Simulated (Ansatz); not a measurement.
Basis-set series for H3SbTe, SMILES `[SbH2][TeH]`. Charge 0, multiplicity 1. Sb, Te: def2 effective core potential. All single points use the PBE0-D4/def2-TZVP geometry.

```tsv
functional	basis	functions	energy (Eh)	HOMO (eV)	LUMO (eV)
PBE0-D4	def2-TZVPP	142	-510.10620	-6.44	-1.61
PBE0-D4	def2-QZVPP	254	-510.11018	-6.46	-1.63
ωB97M-V	def2-TZVPP	142	-510.00680	-8.50	0.06
ωB97M-V	def2-QZVPP	254	-510.01113	-8.53	-0.04
```

**Question.** Give the rows for def2-SVP. (An estimate is asked.)

**Answer.** Computed: 
```tsv
functional	basis	functions	energy (Eh)	HOMO (eV)	LUMO (eV)
PBE0-D4	def2-SVP	67	-510.08452	-6.34	-1.50
ωB97M-V	def2-SVP	67	-509.98212	-8.38	0.30
```

Positive LUMOs are unbound and depend on the basis.
